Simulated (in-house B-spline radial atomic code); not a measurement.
Configurations of Nb+, with energies counted from [Kr] 4d4. Level of theory: scalar-relativistic (X2C) wB97X, spin-polarised, spherical fractional occupations, exact exchange averaged over the configuration, Fermi nucleus of rms radius 4.324 fm; calculated with a radial B-spline atomic code at the basis-set limit. Shells without spins written out take the highest spin.

Occupations are held fixed; configurations that lie above the ionisation limit could autoionise.

```json
{"configuration": "[Kr] 4d3 4f1", "E - E(ref) (eV)": "10.75", "highest orbital": "4f up", "its <r> (bohr)": "8.786"}
{"configuration": "[Ar] 3d10 4s2 4p5 4d5", "E - E(ref) (eV)": "29.013", "highest orbital": "4d up", "its <r> (bohr)": "1.897"}
{"configuration": "[Ar] 3d10 4s2 4p5 4d4 5s1", "E - E(ref) (eV)": "30.932", "highest orbital": "5s up", "its <r> (bohr)": "3.196"}
{"configuration": "[Ar] 3d9 4s2 4p6 4d4 4f1", "E - E(ref) (eV)": "213.21", "highest orbital": "4f up", "its <r> (bohr)": "8.79"}
```

Q: Order these further configurations by energy, lowest first.
A. [Ar] 3d9 4s2 4p6 4d4 5p1
B. [Kr] 4d3 5p1
C. [Ar] 3d10 4s2 4p5 4d4 4f1
D. [Ar] 3d9 4s2 4p6 4d4 5s1

A: B (4.8948 eV), C (41.127 eV), D (202.97 eV), A (207.12 eV).
